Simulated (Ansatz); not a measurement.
Gas-phase reaction R1 → P1 + P2, each structure at its B3LYP-D3(BJ)/def2-TZVP stationary point, reached from a drawn start (curvature not checked).
R1, H6W (SMILES [WH6]) (charge 0, multiplicity 1):
```xyz
7

W      0.0006    -0.0009     0.3823
H      1.6577    -0.0065     0.8180
H     -0.8237     1.4345     0.8252
H     -0.8307    -1.4345     0.8177
H      1.0050    -0.0002    -0.9492
H     -0.5024     0.8751    -0.9449
H     -0.5067    -0.8676    -0.9492
```
P1, H4W (SMILES [WH4]) (charge 0, multiplicity 3):
```xyz
5

W      0.000     0.000     0.000
H      0.994     0.974     0.994
H      0.981    -0.993    -0.989
H     -0.976     1.001    -0.987
H     -1.000    -0.982     0.981
```
P2, H2 (SMILES [H][H]) (charge 0, multiplicity 1):
| atom | x (Å) | y (Å) | z (Å) |
|---|---|---|---|
| H | 0.0000 | 0.0000 | 0.3720 |
| H | 0.0000 | 0.0000 | -0.3720 |

P less R. No zero-point or thermal terms; singlets are restricted closed shells; open shells are unrestricted; no spin–orbit coupling. The spin states of the d-block species are the ones drawn and need not be the lowest.

Cores are frozen in the correlated methods.

Programs: Ansatz (an electronic-structure program). All values are computed, each at the level named. Elements past Kr take the def2 small-core potentials, without spin–orbit coupling.

Total energies in hartree:

| structure | PBE/def2-TZVPP | r2SCAN/def2-TZVPP | CCSD(T)/def2-QZVPP |
|---|---|---|---|
| R1 | -70.609369 | -70.612175 | -70.087073 |
| P1 | -69.403828 | -69.413345 | -68.885387 |
| P2 | -1.166122 | -1.171285 | -1.173867 |

Problem. Work out the reaction energy at each level in kJ/mol (1 hartree = 2625.49964 kJ/mol), and say how far PBE/def2-TZVPP lies from CCSD(T)/def2-QZVPP.

Solution. 
- PBE/def2-TZVPP: (-69.403828) + (-1.166122) − (-70.609369) = 0.039419 hartree = 103.5 kJ/mol
- r2SCAN/def2-TZVPP: (-69.413345) + (-1.171285) − (-70.612175) = 0.027545 hartree = 72.3 kJ/mol
- CCSD(T)/def2-QZVPP: (-68.885387) + (-1.173867) − (-70.087073) = 0.027819 hartree = 73.0 kJ/mol
PBE/def2-TZVPP less CCSD(T)/def2-QZVPP: 30.5 kJ/mol. CCSD(T)/def2-QZVPP is the level counted from, the highest shown, and no exact or measured value.
